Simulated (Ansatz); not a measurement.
Harmonic frequencies (cm⁻¹) at PBE0-D4/def2-TZVP from Ansatz: 44, 104, 122, 168, 254, 346, 472, 495, 533, 554, 635, 725, 751, 843, 883, 921, 939, 946, 1136, 1179, 1265, 1406, 1461, 1991, 2209, 2214, 2226, 3014, 3086, 3595.

Each molecule was computed in one conformer, which needn't be the lowest.

Problem. Which molecule is it?
A. `C[O][GeH]([F])[AlH2]`
B. `N[SiH2][SiH](O)O`
C. `[F][AlH][NH]C[SiH3]`
D. `CO[SiH]([SiH3])S`

Solution. C.
